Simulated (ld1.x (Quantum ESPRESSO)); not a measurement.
## Before and after: TM semilocal potential for Zr (Z = 40)

```json
{
  "Element": "zirconium (Zr)",
  "Generator": "ld1.x (Quantum ESPRESSO) 7.5",
  "Type": "norm-conserving Troullier–Martins (semilocal form)",
  "Functional": "LDA (PZ)",
  "Relativity": "scalar-relativistic",
  "Frozen core": "[Ar] 3d10 4s2",
  "Valence charge": "10",
  "Reference configuration": "4p6 4d2 5s2 5p0",
  "Partial waves": "4p (bound): rc 2.05 bohr; 4d (bound): rc 2.15 bohr; 5s (bound): rc 3.10 bohr",
  "Local potential": "the s channel",
  "Core correction": "a·sin(br)/r model core inside 1.80 bohr"
}
```

All-electron outer shells of the reference configuration (LDA (PZ), scalar-relativistic, ld1.x):

```csv
shell,level (eV),outermost node (bohr),outermost maximum (bohr)
3d,-174.95,–,0.35
4s,-54.51,0.55,1.08
4p,-32.50,0.56,1.17
5s,-4.60,1.47,3.11
4d,-3.74,0.58,1.61
5p,-1.55,1.70,4.15
```

Change: all radii but the core radius scaled by about 0.90 (s 2.78, p 1.84, d 1.92 bohr).

Cutoffs: the cutoffs (Ry, on a coarse ladder) from which the occupation-weighted sum of valence levels, in a spherical-Bessel basis at the reference potential, stays within 10 and 1 mRy of its value at 400 Ry; they do not see the model core or the augmentation charge, which bear on the density cutoff. Errors are all-electron minus pseudo energies relative to the spin-unpolarised reference configuration.

**Question.** How do hardness, ghosts and transferability respond?

**Answer.** The potential gets harder (30 Ry and 40 Ry → 35 Ry and 45 Ry); of the 9 tests that both files solve, the error grows in 1 and shrinks in 1 by more than 15 % and 0.3 meV (median size 24.8 → 23.1 meV); neither file shows a bound ghost. A smaller radius makes the pseudo-wave follow the all-electron one further in, where it bends more sharply, so more plane waves are needed. A semilocal file is local in each channel, so a ghost entry of none says nothing of the separable form that plane-wave codes build from it.

```tsv
quantity	base	changed
cutoff, loose	30 Ry	35 Ry
cutoff, tight	40 Ry	45 Ry
bound ghosts	none	none
error for 4p6 4d2 5s1 5p0, meV [ΔE 7.35 eV]	-2.9	-2.6
error for 4p6 4d2 5s0 5p0, meV [ΔE 20.59 eV]	-18	-18
error for 4p6 4d1 5s0 5p0, meV [ΔE 43.41 eV]	+56	+48
error for 4p6 4d0 5s0 5p0, meV [ΔE 77.79 eV]	+156	+121
error for 4p6 4d2.5 5s1.5 5p0, meV [ΔE 0.53 eV]	-7.2	-6.7
error for 4p6 4d1 5s2 5p0, meV [ΔE 7.82 eV]	-1.4	+2.8
error for 4p6 4d3 5s1 5p0, meV [ΔE 1.22 eV]	-25	-23
error for 4p6 4d2 5s2 5p0 (spin-polarised), meV [ΔE -0.48 eV]	+30	+28
error for 4p6 4d2 5s1 5p0 (spin-polarised), meV [ΔE 6.27 eV]	+51	+48
```
